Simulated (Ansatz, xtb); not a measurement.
## Ligand exchange: C2H3Br + SiH3I → C2H6Si + IBr

Species: C2H3Br (vinyl bromide) `C=CBr`, singlet; SiH3I `[SiH3]I`, singlet; C2H6Si (vinylsilane) `C=C[SiH3]`, singlet; IBr (iodine monobromide), singlet. The partners trade Br for SiH3: C–Br and I–SiH3 bonds give way to C–SiH3 and I–Br.

Shapes, held fixed at every level: PBE0-D4/def2-TZVP. Programs: Ansatz 0.2.0, xtb 6.7.1. The zero-point and thermal change to 298 K, harmonic and unscaled (PBE0-D4/def2-TZVP), is +0.9 kJ/mol.

```csv
level,kind,ΔH(298 K) (kJ/mol),less CCSD(T)/def2-TZVPP,CPU time (sum over the molecules)
GFN1-xTB,semi-empirical,+140.7,+59.9,0.18 s
HF/def2-SVP,Hartree–Fock,+75.6,-5.2,–
r2SCAN-D4/def2-TZVPP,meta-GGA,+78.8,-2.0,23 s
B3LYP-D4/def2-TZVPP,global hybrid,+64.3,-16.5,17 s
PBE0-D4/def2-TZVPP,global hybrid,+76.3,-4.5,13 s
B2PLYP/def2-TZVPP,double hybrid,+74.3,-6.5,22 s
MP2/def2-TZVPP,perturbation theory,+93.8,+13.0,–
CCSD(T)/def2-TZVPP,coupled cluster or CI,+80.8,0.0,2.2 min
```

The highest level, CCSD(T)/def2-TZVPP, gives ΔH(298 K) = +80.8 kJ/mol; the levels span +64.3 to +140.7. GFN1-xTB strays far from the other rows. The column of differences is taken from that level and isn't an error. No measured value is set beside it here. For atoms past krypton def2 sets carry core potentials with scalar relativity. Relativity is left out for Br. Outer-core shells of Br, I are correlated in most correlated rows, in sets that cover them unevenly. Times are processor times on shared x86 and Arm servers, and rough.
